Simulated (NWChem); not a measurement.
Basis-set convergence for HFGeS

```xyz
4

Ge     0.0677     0.6801     0.0000
F     -1.6858     0.3923     0.0000
S      0.6872    -1.5081     0.0000
H      2.0085    -1.1663     0.0000
```
Charge 0, spin multiplicity 1.

Everything below was run with NWChem. Structure: optimised with PBE/def2-SVP, a minimum by its harmonic frequencies. It is one conformer; others weren't searched.

Quantity: vertical ionisation energy at the level ΔPBE (Δ: difference of total energies, the cation a doublet at the parent's geometry with its hole in an orbital of symmetry a' (Cs labels); it is the state that the SCF runs reached, from PBE0 orbitals for Hartree-Fock references, and need not be the lowest).

The Hamiltonian is non-relativistic. The Pople sets run with spherical d functions. The structure started from a generated list of species. The stability of the SCF solutions was not checked.

Relative cost: rough, from shared machines, SCF included, STO-3G = 1.

| basis | functions | vertical ionisation energy (eV) | relative cost |
|---|---|---|---|
| STO-3G | 33 | (withheld) | 1 |
| 6-31G* | 66 | 9.70 | under 3 |
| def2-SVP | 69 | 9.69 | under 3 |
| def2-TZVP | 122 | 9.74 | under 3 |
| def2-TZVPP | 135 | 9.74 | under 3 |
| aug-cc-pVTZ | 178 | (withheld) | 20 |

Task: Complete the blanks.

Result: 
- STO-3G, vertical ionisation energy (eV): 6.00
- aug-cc-pVTZ, vertical ionisation energy (eV): 9.78
